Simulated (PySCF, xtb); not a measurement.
CH8O3Si2, SMILES CO[Si@@H](O)[SiH2]O. One conformer was computed; it need not be the lowest.

Harmonic wavenumbers (cm⁻¹) from xtb with GFN2-xTB at its own minimum, in rising order: 28, 82, 88, 103, 145, 196, 240, 243, 293, 325, 438, 492, 611, 679, 705, 722, 738, 790, 808, 832, 879, 898, 1110, 1132, 1147, 1415, 1483, 1492, 2114, 2227, 2272, 2952, 2964, 2982, 3672, 3673.

Question: What does PySCF 2.14.0 with PBE0-D3(BJ)/def2-SVP give at its own minimum? (The exact figures need the calculation; the answer reports its results.)

Answer: 24, 69, 85, 119, 149, 215, 290, 308, 350, 437, 463, 516, 730, 734, 762, 806, 829, 883, 905, 908, 970, 1033, 1162, 1175, 1208, 1471, 1472, 1478, 2208, 2220, 2245, 3025, 3110, 3149, 3784, 3926. Paired by order, the mean absolute difference is 67 cm⁻¹ and the zero-point energies are 58.6 and 61.8 kcal/mol.
